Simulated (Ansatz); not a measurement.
C$_{3}$H$_{10}$HfOS$_{3}$ (`C[S][Hf]([OH])([S]C)[S]C`), 18 atoms. Total charge 0; spin multiplicity 1. Correlated methods include outer-core shells of Hf, which these sets cover unevenly. Hf: def2 effective core potential. Hardware: A = 4 threads of an AMD EPYC 7R13 on a shared host and a share of an NVIDIA H100 80 GB; B = 4 threads of an AMD EPYC 7R13 on a shared host. Correlated methods freeze the cores.

Problem. How many basis functions does each run have, and how long does it take in Ansatz? RKS PBE0-D4/def2-TZVP relaxation (64 steps) [A]; direct RPA on PBE orbitals/def2-TZVPP energy [A]; RHF-CCSD(T)/def2-SVP energy [A]; RKS CAM-B3LYP-D4/def2-TZVPP energy [A]; RHF-MP2/def2-QZVPP energy [A]; RKS ωB97M-V/def2-QZVPP energy [A]; RKS ωB97X-V/def2-TZVPP energy [A]; RKS r2SCANh-D4/def2-TZVPP energy [A]; RKS ωB97M-V/def2-SVP energy [B]; RKS PBE0-D4/def2-QZVPP energy [A]; RKS PBE-QIDH (frozen core)/def2-TZVPP energy [A]; RHF-CCSD(T)/def2-TZVPP energy [A]. (Best estimate.)

Solution. Ansatz gave: Other jobs shared the machine, so times are rough.

| level | job | functions | wall time | peak host memory (GiB) |
| --- | --- | --- | --- | --- |
| RHF-CCSD(T)/def2-SVP | energy [A] | 192 | 2.8 s | 0.84 |
| RKS PBE0-D4/def2-QZVPP | energy [A] | 819 | 3 s | 1.4 |
| RKS r2SCANh-D4/def2-TZVPP | energy [A] | 446 | 3 s | 1 |
| RKS CAM-B3LYP-D4/def2-TZVPP | energy [A] | 446 | 3.1 s | 1 |
| direct RPA on PBE orbitals/def2-TZVPP | energy [A] | 446 | 3.6 s | 2.1 |
| RKS PBE-QIDH (frozen core)/def2-TZVPP | energy [A] | 446 | 3.9 s | 2.1 |
| RKS ωB97X-V/def2-TZVPP | energy [A] | 446 | 4.4 s | 1.1 |
| RHF-MP2/def2-QZVPP | energy [A] | 819 | 4.6 s | 1.5 |
| RKS ωB97M-V/def2-QZVPP | energy [A] | 819 | 5.5 s | 1.6 |
| RKS ωB97M-V/def2-SVP | energy [B] | 192 | 13 s | 1.2 |
| RHF-CCSD(T)/def2-TZVPP | energy [A] | 446 | 31 s | 0.94 |
| RKS PBE0-D4/def2-TZVP | relaxation (64 steps) [A] | 335 | 96 s | 1.1 |
